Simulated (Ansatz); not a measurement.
C$_{2}$H$_{4}$FGaO (`F[CH]1O[CH2][GaH]1`). Total charge 0; spin multiplicity 1.

```xyz
9

F     0.7396    1.8937    0.4884
C    -0.3924    1.0961    0.2708
O    -0.3384    0.5222   -0.9903
C     0.3018   -0.7668   -0.8806
Ga   -0.0647   -0.7264    1.0945
H    -1.2504    1.7678    0.3318
H     1.3518   -0.7120   -1.1839
H    -0.2147   -1.4822   -1.5238
H    -0.1327   -1.5925    2.3932
```

Q: List the harmonic frequencies (cm⁻¹, unscaled) at PBE0-D4/def2-TZVP in Ansatz. (Best estimate.)

A: Computed: 121, 156, 354, 438, 508, 530, 549, 662, 763, 941, 963, 1069, 1183, 1214, 1245, 1352, 1473, 1974, 3054, 3102, 3117.

Q: Is this a minimum?

A: Yes, all 21 modes are real.

Q: Give the ideal-gas thermochemistry at 298.15 K and 1 bar (rigid rotor, harmonic oscillator; point group C1, symmetry number 1).

A: Zero-point energy 148.2 kJ/mol; H(298) − E = 165.9 kJ/mol; entropy 325.2 J/(mol·K), of which translation 169.8, rotation 111.6, vibration 43.8; G(298) − E = 68.9 kJ/mol.
